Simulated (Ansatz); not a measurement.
A nudged elastic band was laid between two geometries of F2H2OSi + H3P (10 atoms, charge 0, multiplicity 1).

Theory: Ansatz, RKS CAM-B3LYP-D4/def2-SVP.

* movable images: 9
* climbing image: yes
* spring: 5.0 eV/Å²
* optimiser: quadratic models (default)
* start path: through a guess of the saddle point
* force threshold: 0.03 eV/Å
* iteration limit: 60
* end points: relaxed

First end point:

```xyz
10
Properties=species:S:1:pos:R:3
Si -0.353 0.215 -0.003
H -0.063 0.508 1.399
F 1.009 0.081 -0.849
F -1.141 1.440 -0.681
O -1.232 -1.152 -0.101
H -1.534 -1.487 -0.953
P 2.011 -2.867 1.272
H 0.623 -2.854 0.952
H 2.316 -1.841 0.335
H 1.855 -1.954 2.355
```

Last end point:

```xyz
10
Properties=species:S:1:pos:R:3
Si 0.212 -0.529 -0.490
H 0.512 0.115 2.890
F 0.976 0.450 -1.503
F -0.383 0.379 0.703
O -1.015 -1.169 -1.356
H -1.707 -1.680 -0.924
P 1.697 -1.925 0.423
H 0.688 -2.626 1.146
H 1.652 -2.811 -0.692
H 0.861 -0.113 3.529
```

**Question.** Which bonds break or form, and what moves?

**Answer.** Bonds broken: Si1–H2, P7–H10. Bonds formed: Si1–P7, H2–H10. F2H2OSi + H3P becomes F2H3OPSi + H2.

**Question.** What energy profile does the band end with?

**Answer.** The run converged. The highest image is number 6 of 0 to 10, 298.3 kJ/mol above the first end and 271.8 kJ/mol above the last; the last end lies 26.5 kJ/mol above the first. The profile has 2 maxima (images 2, 6) with wells between them (image 4): this band takes more than one step, which may be the mechanism or a detour left from its start path. Neighbouring images differ by up to 2.9 eV, so the band resolves the path poorly. A vibrational analysis at the climbing image gives one clearly imaginary mode, 1312i cm⁻¹: a first-order saddle point. The orbitals stay closed-shell, which can raise the energy where a bond breaks towards radicals; this wasn't checked here.

```tsv
image	path coordinate (Å)	energy (kJ/mol)	Si1–H2 (Å)	P7–H10 (Å)	Si1–P7 (Å)
0	0.00	0.0	1.46	1.42	4.09
1	1.26	0.7	1.46	1.42	4.37
2	2.52	9.0	1.47	1.43	4.39
3	3.78	7.5	1.47	1.43	4.34
4	5.05	5.3	1.47	1.43	4.06
5	6.31	22.1	1.47	1.43	3.53
6	7.58	298.3	1.69	1.86	2.64
7	8.66	121.5	2.37	2.31	2.30
8	9.75	40.5	2.97	2.77	2.25
9	10.83	27.1	3.29	3.59	2.23
10	11.92	26.5	3.45	3.69	2.23
```

**Question.** What is the geometry of the highest image?

**Answer.** 
```xyz
10
Properties=species:S:1:pos:R:3
Si 0.053 -0.173 0.152
H 0.218 0.227 1.789
F 1.356 0.266 -0.678
F -0.776 1.214 0.127
O -1.101 -1.172 -0.417
H -0.856 -2.100 -0.500
P 1.519 -2.181 1.028
H 0.448 -3.116 0.945
H 1.924 -2.271 -0.328
H 0.707 -0.607 1.608
```

Run time: 9.2 min on 4 threads of Arm Neoverse V1, with other jobs on the host, peak memory 0.25 GiB.
